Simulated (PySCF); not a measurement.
Ta(S)(Cl)(NH2)2 (ClH4N2STa), SMILES [NH2][Ta]([NH2])(=[S])[Cl], multiplicity 1. Geometry: B3LYP-D3(BJ)/def2-SVP. The spin state was assumed, not searched. The structure was generated by enumeration; whether it is a known compound was not checked. The def2 effective core potentials stand for the cores of Ta; spin–orbit coupling is left out. One conformer was computed; it need not be the lowest.

### Question
Give the equilibrium geometry at B3LYP-D3(BJ)/def2-SVP (PySCF confirms it by a frequency run) as Cartesian coordinates in Å, and its point group. (The exact figures need the calculation; the answer reports its results.)

### Answer
Several could match; the one computed here: point group Cs.
```xyz
9

Ta    -0.1509     0.0543     0.0000
S      1.3168     1.6560     0.0000
Cl     0.8172    -2.0803     0.0000
N     -1.2525     0.2573    -1.6256
H     -1.1156     0.9448    -2.3642
H     -2.0899    -0.2934    -1.8177
N     -1.2525     0.2573     1.6256
H     -1.1156     0.9448     2.3642
H     -2.0899    -0.2934     1.8177
```
Charge 0, spin multiplicity 1.
